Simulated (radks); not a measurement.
The numbers below are computed, except where a source is named.
Charge is removed step by step from the 5s down level of Tm+, starting from [Kr] 4d10 4f13 5s(up 1, down 1) 5p6 6s1. Code: a radial shooting solver on a logarithmic mesh with Libxc functionals. Model: scalar-relativistic Kohn-Sham, BLYP, spin-polarised, spherical densities, finite nucleus; open shells are filled with parallel spins first (spin-orbit coupling, left out, can overturn this in heavy ions); Fermi nuclear charge, rms radius 5.2256 fm.

| removed (e) | E - E(0) (eV) | eigenvalue (eV) | E minus straight line (eV) |
|---|---|---|---|
| 0 | 0.000 | -59.649 | 0.000 |
| 0.125 | 7.550 | -61.261 | -0.733 |
| 0.25 | 15.304 | -62.901 | -1.262 |
| 0.375 | 23.264 | -64.567 | -1.585 |
| 0.5 | 31.434 | -66.256 | -1.698 |
| 0.625 | 39.816 | -67.967 | -1.598 |
| 0.75 | 48.413 | -69.698 | -1.284 |
| 0.875 | 57.228 | -71.447 | -0.752 |
| 1 | 66.263 | -73.214 | 0.000 |

Removing the whole electron costs 66.263 eV by Delta-SCF, against 59.649 eV from minus the eigenvalue at the starting occupation. Slater's transition state (half an electron removed) gives 66.256 eV. Integrating minus the eigenvalue over the occupation (Janak's theorem) gives 66.314 eV. In this scalar-relativistic scheme the density is built from large components alone, so the theorem holds only approximately. The mean slope of the eigenvalue, de/dn, is 13.6 eV per electron.
